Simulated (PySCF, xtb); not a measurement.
C3H2FNS, SMILES Fc1cscn1.

xtb 6.7.1 with GFN2-xTB at its own geometry gives an orbital gap of 3.69 eV and a dipole moment of 2.63 D.

The structure is a stationary point at r2SCAN-D4/def2-SVP.

Task: What does PySCF with M06-2X/def2-TZVP give? (The exact figures need the calculation; the answer reports its results.)

Result: gap 8.09 eV (levels -8.41 and -0.32 eV), dipole 2.66 D.
